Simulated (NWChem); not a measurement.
# CH$_{2}$F, doublet; SMILES [CH2]F

Results from NWChem. Spin-unrestricted. In the optimisation the excess spin sits in a' (Cs, its own frame). The geometry was optimised at PBE0-D3(BJ)/def2-TZVP, spin-unrestricted. No stability test was run on the SCF state. COSMO at M05-2X/def2-SVP, default radii, gas-phase geometry; f = (ε − 1)/ε scales the surface charges.

```csv
row,f,electrostatic solvation energy (kcal/mol)
ε = 1.5,0.3333,-0.62
ε = 3.9,0.7436,-1.45
ε = 4.8,0.7917,-1.55
ε = 7.6,0.8684,withheld
ε = 25.0,0.9600,-1.92
```

Task: Fit a straight line of the last column on the one before it, predict the withheld value, and compare with the run.

Result: 
1. Means of the 4 shown rows: x = 0.70715, y = -1.385. Slope Σ(x − x̄)(y − ȳ)/Σ(x − x̄)² = -0.4376/0.2122 = -2.062; intercept 0.073.
2. The shown rows scatter about the line by 0.010 (root mean square); the largest residual is -0.01, at ε = 25.0.
3. At x = 0.8684 (ε = 7.6; inside the shown range) the line gives -1.72.
4. The run gives -1.72, 0.00 from the line.
